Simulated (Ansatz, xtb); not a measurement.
C6H8O: which of two isomers lies lower

Structure I: `C#C[C@@H]1CO[C@H]1C`, a singlet. Structure II: `C#C[C@@H]1CO[C@@H]1C`, a singlet. Both are isolated molecules in the gas phase, relaxed with B3LYP-D3(BJ)/def2-SVP.

Quicker runs give these differences E(II) − E(I): GFN2-xTB +1.78 kJ/mol; HF/STO-3G +2.30 kJ/mol (at GFN2-xTB geometries); r2SCAN-D4/def2-SVP +0.47 kJ/mol (at GFN2-xTB geometries).

Problem. Estimate E(II) − E(I) at the level CCSD(T)/def2-SVP + ΔMP2/def2-TZVPP.

Solution. CCSD(T)/def2-SVP + ΔMP2/def2-TZVPP gives E(II) − E(I) = +2.14 kJ/mol, slightly favouring structure I, which is too small a margin to settle the true order.

How the difference moves with the method:

```tsv
level	geometry	E(II) − E(I) (kJ/mol)	departure from the last row (kJ/mol)	job, with rough time for the two
GFN2-xTB	GFN2-xTB	+1.78	−0.37	optimisation, 0.55 s
HF/STO-3G	GFN2-xTB	+2.30	+0.16	single point, 1.7 s
r2SCAN-D4/def2-SVP	GFN2-xTB	+0.47	−1.67	single point, 12 s
B3LYP-D3(BJ)/def2-SVP	B3LYP-D3(BJ)/def2-SVP	+1.17	−0.97	optimisation, 3.5 min
HF/def2-SVP	B3LYP-D3(BJ)/def2-SVP	+4.02	+1.88	part of the CCSD(T) run
MP2/def2-SVP	B3LYP-D3(BJ)/def2-SVP	+2.89	+0.74	part of the CCSD(T) run
CCSD(T)/def2-SVP	B3LYP-D3(BJ)/def2-SVP	+3.03	+0.88	single point
CCSD(T)/def2-SVP + ΔMP2/def2-TZVPP	B3LYP-D3(BJ)/def2-SVP	+2.14		single point, 3.9 min
```

As drawn, both hold the same kinds of bond in the same numbers.

The largest departure from CCSD(T)/def2-SVP + ΔMP2/def2-TZVPP is that of HF/def2-SVP, 1.88 kJ/mol. The last row adds to CCSD(T) the change of the MP2 difference between the two basis sets, here −0.88 kJ/mol.

With thermal terms from frequencies at re-optimised GFN2-xTB minima (ideal gas, soft modes damped towards free rotors, one conformer each, 298.15 K, 1 atm): the zero-point term adds +0.17 kJ/mol; ΔH is +2.22 and ΔG +2.59 kJ/mol.

The correlated steps freeze 7 core orbitals. Programs: Ansatz 0.2.0, xtb 6.7.1; the last row on 2 threads of Intel(R) Xeon(R) Processor @ 2.50GHz (Skylake/Cascade Lake) on a shared host.
